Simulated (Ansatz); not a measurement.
The cluster Cu₄Cl₄. Charge 0, multiplicity 1. Geometry r2SCAN-D4/def2-SVP.

```tsv
atom	x (Å)	y (Å)	z (Å)
Cu1	0.361	1.454	-0.065
Cu2	0.777	-0.755	-1.037
Cu3	0.330	-0.537	1.361
Cu4	-1.468	-0.163	-0.258
Cl5	-0.537	0.871	-2.211
Cl6	-1.262	1.226	1.685
Cl7	2.385	0.266	0.419
Cl8	-0.586	-2.362	0.106
```

No other spin state of charge 0 was run. Another isomer (singlet) lies 0.98 eV lower at PBE0-D4/def2-TZVP; other spin states weren't run for this one.

Task: Estimate the orbital energies around the gap (eV) in Ansatz with PBE-D4/def2-TZVP, r2SCAN-D4/def2-TZVP, PBE0-D4/def2-TZVP.

Result: 
```
orbital  PBE-D4/def2-TZVP  r2SCAN-D4/def2-TZVP  PBE0-D4/def2-TZVP
 HOMO−9             -6.18                -6.35              -8.27
 HOMO−8             -6.05                -6.19              -7.88
 HOMO−7             -6.05                -6.19              -7.88
 HOMO−6             -6.05                -6.19              -7.88
 HOMO−5             -5.78                -5.93              -7.55
 HOMO−4             -5.78                -5.93              -7.55
 HOMO−3             -5.78                -5.93              -7.55
 HOMO−2             -5.69                -5.84              -7.51
 HOMO−1             -5.69                -5.83              -7.51
   HOMO             -5.69                -5.83              -7.51
   LUMO             -2.89                -2.58              -1.91
 LUMO+1             -1.99                -1.66              -0.96
 LUMO+2             -1.99                -1.66              -0.96
 LUMO+3             -1.99                -1.66              -0.96
 LUMO+4             -1.47                -1.22              -0.60
 LUMO+5              0.91                 1.30               1.82
```
